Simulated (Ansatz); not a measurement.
Cartesian coordinates in Å:
```
C 0.3266 -1.1919 0.4179
S 0.7556 0.5542 0.6220
B -0.3633 1.3744 -0.4699
Cl -0.2998 3.1179 -0.5943
H -0.4842 -1.2978 -0.3002
H 1.2036 -1.7327 0.0645
H 0.0191 -1.5957 1.3817
H -1.1578 0.7716 -1.1217
```

Charge 0, multiplicity 1.

(1) List the r2SCAN/def2-TZVPP orbital energies in eV (the Gaussian-basis code of Ansatz). (Estimate.)

## Answers

(1) Computed: Occupied: -2753.42, -2409.52, -274.16, -254.82, -213.96, -193.36, -193.24, -193.19, -181.89, -158.03, -157.90, -157.88, -21.85, -20.76, -17.14, -12.92, -11.41, -11.31, -10.80, -9.63, -8.93, -8.44, -7.45, -6.81. Lowest empty: -1.72, -0.05, 1.38, 1.62, 2.07, 2.52, 2.74, 2.99.
